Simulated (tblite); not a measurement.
A geometry optimisation, step by step.

C4H9NOSi.
Atom-mapped SMILES: `[H]/[N:1]=[CH:2]\[Si@@H:3]1[CH2:4][CH2:5][CH2:6][O:7]1` (hydrogens: H8 on N1; H9 on C2; H10 on Si3; H11, H12 on C4; H13, H14 on C5; H15, H16 on C6)

Computed with GFN2-xTB (tblite), gas phase: L-BFGS steps from a force-field or distance-geometry start until the largest atomic force falls under 0.01 eV/Å. 6 of its 121 geometries are shown.

Step 0: E = -594.1650 eV, largest atomic force 2.817 eV/Å
```
atom  x, y, z in Å  |  force x, y, z in eV/Å
N1      3.153   -0.399   -0.128   -0.656   1.084  -0.515
C2      2.070    0.306   -0.095    2.195  -1.736   0.325
Si3     0.673   -0.158    1.018   -0.899   1.380   1.773
C4     -0.665   -1.116    0.116   -0.583  -0.800   1.341
C5     -1.788   -0.080    0.201   -0.496  -0.374  -0.939
C6     -1.094    1.260    0.175   -0.237   0.681   0.747
O7     -0.253    1.290    1.311    1.334  -1.785  -0.564
H8      3.269   -1.251    0.467   -0.749   1.010  -0.379
H9      1.978    1.198   -0.713    0.551  -0.244  -0.124
H10     1.087   -0.789    2.271   -0.071   0.243  -0.043
H11    -0.913   -2.025    0.742    0.080   0.672  -1.115
H12    -0.402   -1.381   -0.898   -0.209  -0.210  -0.092
H13    -2.467   -0.124   -0.658   -0.076  -0.225   0.145
H14    -2.379   -0.191    1.129    0.432   0.136  -0.442
H15    -0.453    1.402   -0.722   -0.798   0.007   0.167
H16    -1.821    2.067    0.309    0.180   0.161  -0.285
```

Step 24: E = -594.8560 eV, largest atomic force 0.127 eV/Å
```
atom  x, y, z in Å  |  force x, y, z in eV/Å
N1      3.321   -0.450   -0.183    0.062  -0.017   0.000
C2      2.224    0.145   -0.037    0.022  -0.018  -0.067
Si3     0.701   -0.154    1.073   -0.015   0.037   0.025
C4     -0.675   -1.107    0.143   -0.036   0.063  -0.067
C5     -1.823   -0.092    0.161   -0.011   0.024   0.027
C6     -1.199    1.301    0.220   -0.013  -0.009  -0.011
O7     -0.111    1.269    1.109    0.027   0.049   0.014
H8      3.465   -1.274    0.399   -0.070  -0.050   0.094
H9      2.122    1.022   -0.680    0.020   0.053  -0.059
H10     0.993   -0.523    2.454   -0.030  -0.022  -0.085
H11    -0.975   -2.040    0.610   -0.021  -0.056   0.042
H12    -0.401   -1.344   -0.886    0.069   0.040   0.017
H13    -2.476   -0.168   -0.708   -0.008  -0.080  -0.026
H14    -2.428   -0.233    1.058    0.033  -0.037   0.025
H15    -0.843    1.600   -0.773    0.027  -0.009  -0.025
H16    -1.903    2.058    0.566   -0.055   0.034   0.095
```

Step 48: E = -594.9226 eV, largest atomic force 0.045 eV/Å
```
atom  x, y, z in Å  |  force x, y, z in eV/Å
N1      3.362   -0.676    0.017    0.001   0.012   0.018
C2      2.354    0.070   -0.086   -0.003   0.025   0.014
Si3     0.744   -0.007    0.923    0.010  -0.011  -0.021
C4     -0.604   -1.021    0.038    0.007  -0.017   0.013
C5     -1.829   -0.120    0.198    0.007   0.025   0.002
C6     -1.350    1.336    0.275    0.028   0.035  -0.004
O7     -0.068    1.407    0.852    0.011  -0.015   0.019
H8      3.288   -1.390    0.743    0.017   0.006  -0.006
H9      2.437    0.834   -0.860    0.022  -0.015  -0.006
H10     1.000   -0.378    2.316   -0.036   0.000  -0.010
H11    -0.789   -2.004    0.463   -0.015  -0.027  -0.029
H12    -0.362   -1.164   -1.016   -0.024   0.010  -0.003
H13    -2.533   -0.236   -0.627   -0.032  -0.002   0.024
H14    -2.345   -0.371    1.125    0.033   0.002   0.022
H15    -1.291    1.781   -0.724   -0.001  -0.016  -0.018
H16    -2.020    1.948    0.885   -0.023  -0.012  -0.015
```

Step 72: E = -594.9428 eV, largest atomic force 0.032 eV/Å
```
atom  x, y, z in Å  |  force x, y, z in eV/Å
N1      3.417   -0.643    0.132    0.021  -0.010  -0.015
C2      2.395    0.064   -0.064   -0.006   0.003   0.004
Si3     0.735   -0.028    0.855   -0.008  -0.016  -0.017
C4     -0.634   -1.005   -0.042   -0.009  -0.018   0.004
C5     -1.841   -0.124    0.277    0.002  -0.004  -0.008
C6     -1.353    1.325    0.246    0.005   0.009  -0.002
O7     -0.052    1.402    0.783   -0.002  -0.017  -0.004
H8      3.321   -1.342    0.869   -0.012   0.022   0.016
H9      2.513    0.806   -0.854   -0.008   0.006   0.001
H10     0.924   -0.445    2.246   -0.006   0.002   0.012
H11    -0.791   -2.028    0.291    0.001   0.025  -0.009
H12    -0.462   -1.032   -1.119   -0.007  -0.014   0.005
H13    -2.665   -0.268   -0.423    0.016   0.011   0.025
H14    -2.196   -0.353    1.284    0.007   0.009  -0.024
H15    -1.316    1.695   -0.785   -0.004   0.005   0.002
H16    -2.000    1.987    0.828    0.009  -0.013   0.009
```

Step 96: E = -594.9451 eV, largest atomic force 0.017 eV/Å
```
atom  x, y, z in Å  |  force x, y, z in eV/Å
N1      3.449   -0.603    0.176   -0.006   0.004   0.001
C2      2.407    0.056   -0.071   -0.002  -0.005  -0.004
Si3     0.735   -0.057    0.821    0.003   0.005   0.003
C4     -0.656   -1.015   -0.060   -0.004  -0.005   0.001
C5     -1.846   -0.118    0.279   -0.003  -0.003  -0.005
C6     -1.345    1.327    0.252   -0.006  -0.003   0.000
O7     -0.027    1.385    0.745   -0.003   0.004   0.001
H8      3.358   -1.272    0.941    0.004   0.004   0.001
H9      2.514    0.774   -0.885   -0.004  -0.012  -0.003
H10     0.910   -0.482    2.213    0.003  -0.003   0.007
H11    -0.823   -2.033    0.281    0.000  -0.009   0.002
H12    -0.506   -1.052   -1.140    0.011   0.010  -0.004
H13    -2.680   -0.247   -0.411   -0.003   0.000   0.013
H14    -2.191   -0.350    1.288    0.006   0.006  -0.015
H15    -1.341    1.713   -0.773    0.006   0.007   0.005
H16    -1.966    1.983    0.868   -0.002  -0.001  -0.001
```

Step 120: E = -594.9478 eV, largest atomic force 0.007 eV/Å
```
atom  x, y, z in Å  |  force x, y, z in eV/Å
N1      3.475   -0.536    0.219    0.000   0.004   0.002
C2      2.386    0.001   -0.106    0.001  -0.001   0.000
Si3     0.730   -0.094    0.819    0.002   0.000   0.001
C4     -0.673   -1.011   -0.086    0.000   0.002  -0.002
C5     -1.851   -0.107    0.271   -0.001   0.000   0.001
C6     -1.331    1.331    0.280    0.001   0.000   0.001
O7     -0.016    1.359    0.785    0.003   0.000   0.001
H8      3.442   -1.078    1.083   -0.003   0.000  -0.003
H9      2.433    0.583   -1.027   -0.002  -0.002   0.002
H10     0.916   -0.541    2.203   -0.001   0.000  -0.003
H11    -0.855   -2.035    0.225    0.005   0.000  -0.001
H12    -0.516   -1.018   -1.165    0.004  -0.005  -0.001
H13    -2.687   -0.209   -0.422   -0.004   0.001   0.004
H14    -2.200   -0.358    1.274   -0.006   0.003   0.000
H15    -1.312    1.742   -0.735    0.001  -0.001  -0.003
H16    -1.948    1.981    0.906   -0.001   0.001   0.003
```

Q: Summarise the path.

A: The energy falls by 18.05 kcal/mol from step 0 to step 120; nine tenths of that is first reached at step 28. It falls at every step. The largest force goes from 2.817 to 0.007 eV/Å. Among the bonds Si3–O7 changes most, from 1.743 to 1.633 Å; the atoms move by 0.505 Å rms after alignment.

Q: Follow the three bonds and two angles with the largest change from start to end.

A: 
```json
{"step": "0", "E above end (kcal/mol)": "18.05", "largest force (eV/Å)": "2.817", "Si3–O7 (Å)": "1.743", "C2–Si3 (Å)": "1.845", "C4–H11 (Å)": "1.131", "Si3–O7–C6 (°)": "99.4", "Si3–C4–H11 (°)": "107.5"}
{"step": "5", "E above end (kcal/mol)": "6.08", "largest force (eV/Å)": "0.357", "Si3–O7 (Å)": "1.642", "C2–Si3 (Å)": "1.890", "C4–H11 (Å)": "1.092", "Si3–O7–C6 (°)": "105.4", "Si3–C4–H11 (°)": "111.4"}
{"step": "10", "E above end (kcal/mol)": "4.15", "largest force (eV/Å)": "0.316", "Si3–O7 (Å)": "1.641", "C2–Si3 (Å)": "1.921", "C4–H11 (Å)": "1.089", "Si3–O7–C6 (°)": "109.7", "Si3–C4–H11 (°)": "115.0"}
{"step": "16", "E above end (kcal/mol)": "2.70", "largest force (eV/Å)": "0.218", "Si3–O7 (Å)": "1.638", "C2–Si3 (Å)": "1.908", "C4–H11 (Å)": "1.084", "Si3–O7–C6 (°)": "111.2", "Si3–C4–H11 (°)": "117.7"}
{"step": "21", "E above end (kcal/mol)": "2.27", "largest force (eV/Å)": "0.153", "Si3–O7 (Å)": "1.639", "C2–Si3 (Å)": "1.913", "C4–H11 (Å)": "1.090", "Si3–O7–C6 (°)": "112.5", "Si3–C4–H11 (°)": "115.1"}
{"step": "26", "E above end (kcal/mol)": "1.97", "largest force (eV/Å)": "0.156", "Si3–O7 (Å)": "1.639", "C2–Si3 (Å)": "1.911", "C4–H11 (Å)": "1.086", "Si3–O7–C6 (°)": "112.7", "Si3–C4–H11 (°)": "113.7"}
{"step": "31", "E above end (kcal/mol)": "1.48", "largest force (eV/Å)": "0.150", "Si3–O7 (Å)": "1.636", "C2–Si3 (Å)": "1.912", "C4–H11 (Å)": "1.088", "Si3–O7–C6 (°)": "113.8", "Si3–C4–H11 (°)": "113.5"}
{"step": "37", "E above end (kcal/mol)": "1.02", "largest force (eV/Å)": "0.141", "Si3–O7 (Å)": "1.636", "C2–Si3 (Å)": "1.913", "C4–H11 (Å)": "1.089", "Si3–O7–C6 (°)": "114.2", "Si3–C4–H11 (°)": "114.7"}
{"step": "42", "E above end (kcal/mol)": "0.74", "largest force (eV/Å)": "0.165", "Si3–O7 (Å)": "1.633", "C2–Si3 (Å)": "1.902", "C4–H11 (Å)": "1.086", "Si3–O7–C6 (°)": "114.9", "Si3–C4–H11 (°)": "115.2"}
{"step": "47", "E above end (kcal/mol)": "0.59", "largest force (eV/Å)": "0.066", "Si3–O7 (Å)": "1.632", "C2–Si3 (Å)": "1.902", "C4–H11 (Å)": "1.086", "Si3–O7–C6 (°)": "115.3", "Si3–C4–H11 (°)": "114.8"}
{"step": "52", "E above end (kcal/mol)": "0.51", "largest force (eV/Å)": "0.101", "Si3–O7 (Å)": "1.631", "C2–Si3 (Å)": "1.899", "C4–H11 (Å)": "1.088", "Si3–O7–C6 (°)": "115.3", "Si3–C4–H11 (°)": "115.5"}
{"step": "57", "E above end (kcal/mol)": "0.35", "largest force (eV/Å)": "0.070", "Si3–O7 (Å)": "1.632", "C2–Si3 (Å)": "1.902", "C4–H11 (Å)": "1.087", "Si3–O7–C6 (°)": "114.6", "Si3–C4–H11 (°)": "115.9"}
{"step": "63", "E above end (kcal/mol)": "0.19", "largest force (eV/Å)": "0.076", "Si3–O7 (Å)": "1.634", "C2–Si3 (Å)": "1.901", "C4–H11 (Å)": "1.087", "Si3–O7–C6 (°)": "114.5", "Si3–C4–H11 (°)": "115.8"}
{"step": "68", "E above end (kcal/mol)": "0.13", "largest force (eV/Å)": "0.029", "Si3–O7 (Å)": "1.634", "C2–Si3 (Å)": "1.901", "C4–H11 (Å)": "1.086", "Si3–O7–C6 (°)": "114.5", "Si3–C4–H11 (°)": "116.2"}
{"step": "73", "E above end (kcal/mol)": "0.11", "largest force (eV/Å)": "0.032", "Si3–O7 (Å)": "1.634", "C2–Si3 (Å)": "1.900", "C4–H11 (Å)": "1.087", "Si3–O7–C6 (°)": "114.4", "Si3–C4–H11 (°)": "116.2"}
{"step": "78", "E above end (kcal/mol)": "0.10", "largest force (eV/Å)": "0.020", "Si3–O7 (Å)": "1.633", "C2–Si3 (Å)": "1.899", "C4–H11 (Å)": "1.086", "Si3–O7–C6 (°)": "114.5", "Si3–C4–H11 (°)": "116.4"}
{"step": "83", "E above end (kcal/mol)": "0.09", "largest force (eV/Å)": "0.021", "Si3–O7 (Å)": "1.633", "C2–Si3 (Å)": "1.898", "C4–H11 (Å)": "1.086", "Si3–O7–C6 (°)": "114.5", "Si3–C4–H11 (°)": "116.2"}
{"step": "89", "E above end (kcal/mol)": "0.08", "largest force (eV/Å)": "0.038", "Si3–O7 (Å)": "1.633", "C2–Si3 (Å)": "1.898", "C4–H11 (Å)": "1.087", "Si3–O7–C6 (°)": "114.6", "Si3–C4–H11 (°)": "116.2"}
{"step": "94", "E above end (kcal/mol)": "0.07", "largest force (eV/Å)": "0.020", "Si3–O7 (Å)": "1.633", "C2–Si3 (Å)": "1.899", "C4–H11 (Å)": "1.086", "Si3–O7–C6 (°)": "114.5", "Si3–C4–H11 (°)": "116.0"}
{"step": "99", "E above end (kcal/mol)": "0.06", "largest force (eV/Å)": "0.015", "Si3–O7 (Å)": "1.633", "C2–Si3 (Å)": "1.899", "C4–H11 (Å)": "1.087", "Si3–O7–C6 (°)": "114.6", "Si3–C4–H11 (°)": "115.9"}
{"step": "104", "E above end (kcal/mol)": "0.05", "largest force (eV/Å)": "0.026", "Si3–O7 (Å)": "1.633", "C2–Si3 (Å)": "1.900", "C4–H11 (Å)": "1.086", "Si3–O7–C6 (°)": "114.7", "Si3–C4–H11 (°)": "116.1"}
{"step": "110", "E above end (kcal/mol)": "0.03", "largest force (eV/Å)": "0.040", "Si3–O7 (Å)": "1.633", "C2–Si3 (Å)": "1.899", "C4–H11 (Å)": "1.087", "Si3–O7–C6 (°)": "114.6", "Si3–C4–H11 (°)": "115.9"}
{"step": "115", "E above end (kcal/mol)": "0.01", "largest force (eV/Å)": "0.023", "Si3–O7 (Å)": "1.634", "C2–Si3 (Å)": "1.899", "C4–H11 (Å)": "1.086", "Si3–O7–C6 (°)": "114.5", "Si3–C4–H11 (°)": "116.3"}
{"step": "120", "E above end (kcal/mol)": "0.00", "largest force (eV/Å)": "0.007", "Si3–O7 (Å)": "1.633", "C2–Si3 (Å)": "1.899", "C4–H11 (Å)": "1.086", "Si3–O7–C6 (°)": "114.6", "Si3–C4–H11 (°)": "116.2"}
```

What follows is the cost of the whole relaxation. On one thread of an Arm Neoverse N1, on a shared host, this took 1.3 s.
